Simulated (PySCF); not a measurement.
**Unknowns**

Averaged over atoms made equivalent by symmetry, fast rotation or ring inversion, in vacuum, one computed conformer, relativity neglected. Shielding tensors at PBE0/pcSseg-1 (GIAO); GFN2-xTB geometry; spin–spin couplings from B3LYP/pcJ-1; PySCF 2.14.

References, each an isolated molecule treated in the same way: TMS for ¹H (σ = 31.72 ppm) and ¹³C (σ = 186.93 ppm). Multiplet labels drop J under 1 Hz and among equivalent protons, and merge close values. Unscaled 3J(H,H) run several per cent high. Where no couplings were computed, multiplicities follow the n + 1 count of equivalent neighbours, and m marks all less simple cases (inequivalent or close neighbours, rings, F or P nearby). Shifts are as computed. Against solution values, carbons near 30 ppm lie about +3 ppm off and those near 130 ppm about +5 ppm. Of 1211 compounds with measured shifts, 218 miss one by over three times the rms of a fit or turn the order of signals round; such compounds aren't used in these exercises.

**Question.** C5H4. ¹H NMR (400 MHz, computed): δ 5.56 (td, J = 9.1, 3.8 Hz, 1H), 5.26 (dd, J = 9.1, 2.7 Hz, 2H), 2.65 (dt, J = 3.8, 2.7 Hz, 1H). ¹³C{¹H} NMR (computed): δ 233.5 (C), 90.7 (CH), 81.1 (CH2), 79.7 (CH), 79.5 (C). What is it?

**Answer.** `C#CC=C=C`. The formula gives 4 degrees of unsaturation (no ring in the answer). 5 carbon signals for 5 carbons: no two carbons are equivalent. Carbon types of the structure: 2 × C, 2 × CH, 1 × CH2, which accounts for all hydrogens. δC 233.5: central carbon of an allene; the central sp carbon of an allene is among the most deshielded carbons of hydrocarbons. δC 90.7: terminal alkyne carbon; the triple bond shields along its axis, which puts it between sp3 and sp2 carbons. δC 81.1, 79.7: terminal carbon of a cumulated C=C=C unit. δC 79.5: alkyne carbon; the triple bond shields along its axis, which puts it between sp3 and sp2 carbons.

This is the structure that produced the data.

**Question.** C7H10O2. ¹H NMR (600 MHz, computed): δ 6.30 (m, 1H), 5.63 (m, 1H), 5.60 (m, 1H), 4.99 (m, 1H), 4.97 (m, 1H), 4.83 (m, 1H), 4.81 (m, 1H), 4.81 (m, 1H), 4.76 (m, 1H), 4.51 (m, 1H). ¹³C{¹H} NMR (computed): δ 149.8 (CH), 123.7 (CH2), 93.1 (CH), 82.9 (CH2), 80.9 (CH2), 78.7 (CH2), 48.4 (C). What is it?

**Answer.** SMILES C=C[C@H]1OCC12COC2. The formula gives 3 degrees of unsaturation (2 rings in the answer). 7 carbon signals for 7 carbons: no two carbons are equivalent. Carbon types of the structure: 1 × C, 2 × CH, 4 × CH2, which accounts for all hydrogens. δC 149.8: alkene CH; the olefinic region. δC 123.7: terminal =CH2 carbon; the olefinic region. δC 93.1: allylic sp3 CH bonded to O; the inductive effect lowers its shielding. δC 82.9, 80.9, 78.7: sp3 CH2 bonded to O; the inductive effect lowers its shielding.

The data come from this structure; uniqueness wasn't tested.

**Question.** C5H10O2. ¹H NMR (400 MHz, computed): δ 3.85 (s, 3H), 2.47 (sept, 1H), 1.19 (d, 6H). ¹³C{¹H} NMR (computed): δ 184.6 (C), 53.7 (CH3), 38.1 (CH), 21.5 (CH3). Identify the compound.

**Answer.** `COC(=O)C(C)C`. Rings plus π bonds: 1 (no ring in the answer). 4 carbon signals for 5 carbons: some carbons are equivalent by symmetry or fast rotation. Carbon types of the structure: 1 × C, 1 × CH, 3 × CH3, which accounts for all hydrogens. δC 184.6: ester carbonyl carbon; it is a carbonyl in resonance with an O or N lone pair, the region of acids, esters and amides. δC 53.7: methyl carbon bonded to O; pulled downfield by the heteroatom. δC 38.1: sp3 CH α to a carbonyl; α to the electron-withdrawing carbonyl group. δC 21.5: methyl carbon; a saturated carbon with 1 carbon neighbour and no heteroatom attached.

The data come from this structure; uniqueness wasn't tested.
